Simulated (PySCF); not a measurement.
Se³⁰⁺ (selenium, charge +30): Hartree-Fock from Schrödinger to Dirac-Coulomb-Breit

Occupied: 1s1/2, 2s1/2. Hartree-Fock calculated with PySCF 2.14 in an uncontracted even-tempered set (16 s from 3.5 bohr⁻², ratio 2.7; 12 p from 4.2 bohr⁻², ratio 2.7), Gaussian nucleus throughout. NR is non-relativistic, sf-X2C the spin-free one-electron X2C Hamiltonian, X2C adds the bare one-electron spin-orbit term, X2C-SNSO screens it by Boettger's factors, DC is four-component Dirac-Coulomb, and the Gaunt and Breit terms are added at first order (total energies over the DC spinors, levels after relaxing the spinors in that mean field). QED terms are absent. Levels marked empty are virtual spinors of this ion.

```csv
level (eV),NR,sf-X2C,X2C,X2C-SNSO
1s1/2,-14802.2,-15021.7,-15021.7,-15021.7
2s1/2,-3437.3,-3501.8,-3501.8,-3501.8
2p1/2 (empty),-3249.7,-3273.1,-3308.6,-3306.4
2p3/2 (empty),-3249.7,-3273.1,-3256.2,-3257.2
3s1/2 (empty),-1428.8,-1450.0,-1450.0,-1450.0
```

Task: Where do the four-component calculations put these levels?

Result: 1s1/2: DC -15029.1, DC+Gaunt -15014.0, DC+Breit -15014.1; 2s1/2: DC -3502.5, DC+Gaunt -3500.9, DC+Breit -3501.0; 2p1/2 (empty): DC -3307.0, DC+Gaunt -3304.0, DC+Breit -3304.4; 2p3/2 (empty): DC -3257.3, DC+Gaunt -3255.6, DC+Breit -3256.0; 3s1/2 (empty): DC -1450.2, DC+Gaunt -1449.8, DC+Breit -1449.8 (eV).

| Hamiltonian | E (hartree) | E − E(DC) (hartree) | CPU seconds |
| --- | --- | --- | --- |
| NR | -1392.3611 | 22.7627 | 0.21 |
| sf-X2C | -1414.8186 | 0.3052 | 0.11 |
| X2C | -1414.8186 | 0.3052 | 0.11 |
| X2C-SNSO | -1414.8186 | 0.3052 | 0.11 |
| DC | -1415.1238 | 0.0000 | 2.5 |
| DC+Gaunt | -1414.4911 | 0.6326 | 4.3 |
| DC+Breit | -1414.5032 | 0.6205 | 37 |

Weight of the small component: 1s1/2 0.0153, 2s1/2 0.00351, 2p1/2 0.00343, 2p3/2 0.00337, 3s1/2 0.00145.

Koopmans' value for the highest occupied level at DC+Breit: 3501.0 eV, against an ionisation energy of 3507 ± 3 eV (semi-empirical (NIST evaluation); NIST Atomic Spectra Database, ionization energies); the former lacks relaxation, correlation, QED and recoil.

The whole ladder took 45 s of wall time on 1 thread of Intel(R) Xeon(R) Platinum 8375C CPU @ 2.90GHz (shared host), launched as `OMP_NUM_THREADS=1 python relrun2.py TASK.json OUT` (a driver that calls PySCF for each Hamiltonian).

Dirac-Coulomb iterations, started from the X2C spinors:

```
with_ssss True, with_gaunt False, with_breit False
light speed = 137.03599967994
init E= -1412.70389544072
cycle= 1 E= -1415.12376360646  delta_E= -2.42  |g|= 0.321  |ddm|= 0.0328
cycle= 2 E= -1415.12377580432  delta_E= -1.22e-05  |g|= 0.000908  |ddm|= 0.000379
cycle= 3 E= -1415.12377580475  delta_E= -4.31e-10  |g|= 3.92e-06  |ddm|= 9.4e-06
```
